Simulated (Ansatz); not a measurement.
Reaction (redistribution): `N#C[SiH2]CF` + `[CH3][Zn][NH2]` → `C[SiH2]C#N` + `[NH2][Zn][CH2]F`

Isolated molecules relaxed with PBE0-D4/def2-TZVP in Ansatz; ΔE leaves out vibrations. CBS: MP2 limit from def2 TZ/QZ plus the TZ coupled-cluster correction, frozen cores. DFT in def2-TZVPP. For Zn outer-core shells are correlated without core-valence functions, which leaves a few kJ/mol of doubt a bond. Scalar relativity is left out up to krypton. Each species was taken in one conformer, which may not be the lowest.

```json
{"level": "LDA (SPW92)", "ΔE (kJ/mol)": "-6.1", "difference from CCSD(T)/CBS": "-0.5"}
{"level": "B97M-V", "ΔE (kJ/mol)": "-9.4", "difference from CCSD(T)/CBS": "-3.8"}
{"level": "CAM-B3LYP-D4", "ΔE (kJ/mol)": "-7.0", "difference from CCSD(T)/CBS": "-1.4"}
{"level": "ωB97X-V", "ΔE (kJ/mol)": "-7.1", "difference from CCSD(T)/CBS": "-1.5"}
{"level": "ωB97M-V", "ΔE (kJ/mol)": "-6.9", "difference from CCSD(T)/CBS": "-1.3"}
{"level": "r2SCANh", "ΔE (kJ/mol)": "-7.5", "difference from CCSD(T)/CBS": "-1.9"}
{"level": "HF/def2-SVP", "ΔE (kJ/mol)": "-5.3", "difference from CCSD(T)/CBS": "0.3"}
{"level": "MP2/def2-SVP", "ΔE (kJ/mol)": "-3.1", "difference from CCSD(T)/CBS": "2.5"}
{"level": "CCSD(T)/def2-TZVPP", "ΔE (kJ/mol)": "-4.8", "difference from CCSD(T)/CBS": "0.8"}
{"level": "HF/def2-QZVPP", "ΔE (kJ/mol)": "-7.8", "difference from CCSD(T)/CBS": "-2.2"}
{"level": "CCSD(T)/CBS", "ΔE (kJ/mol)": "-5.6", "difference from CCSD(T)/CBS": "0"}
```

Largest T1 diagnostic among the species: 0.015.

Leaving LDA and LC-ωPBE aside and taking each functional with its dispersion term where it has one, the values, not all of them listed here, spread over 3.4 kJ/mol, from B97M-V to PBE-QIDH.
